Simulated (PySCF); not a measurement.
Isomers of CH10N2OSi3. Theory: TDDFT CAM-B3LYP/def2-SVPD, vertical, gas phase, core orbitals frozen in the response in PySCF. Geometries: GFN2-xTB; one conformer of each isolated species. Triplets are in the Tamm–Dancoff approximation.

**Question.** Rank by computed S1–T1 gap, lowest first.
A. `CN1[SiH2][SiH2]O[Si@@H]1N`
B. `CN[Si@@H]1[SiH2]O[Si@@H]1N`
C. `N[Si@H]1CO[SiH2][SiH2]N1`
D. `N[Si@@H](C=O)N([SiH3])[SiH3]`
E. `C=NN[SiH2][SiH2]O[SiH3]`

**Answer.** A (0.22 eV), C (0.41 eV), B (0.53 eV), D (0.68 eV), E (1.63 eV).

```csv
SMILES,S1−T1 (eV),S1 (eV),T1 (eV),S1 mainly,T1 mainly,f(S1)
CN1[SiH2][SiH2]O[Si@@H]1N,0.22,5.71,5.49,H→L (89%),H→L (84%),0.000
N[Si@H]1CO[SiH2][SiH2]N1,0.41,5.32,4.91,H→L (92%),H→L (84%),0.006
CN[Si@@H]1[SiH2]O[Si@@H]1N,0.53,4.64,4.11,H→L (95%),H→L (87%),0.020
N[Si@@H](C=O)N([SiH3])[SiH3],0.68,3.23,2.56,H→L (75%),H→L (72%),0.000
C=NN[SiH2][SiH2]O[SiH3],1.63,5.45,3.81,H→L (80%),H→L+1 (82%),0.001
```

H and L stand for HOMO and LUMO. For `C=NN[SiH2][SiH2]O[SiH3]` the leading configurations of S1 and T1 differ. Singlets come from full response and triplets from the Tamm–Dancoff approximation.
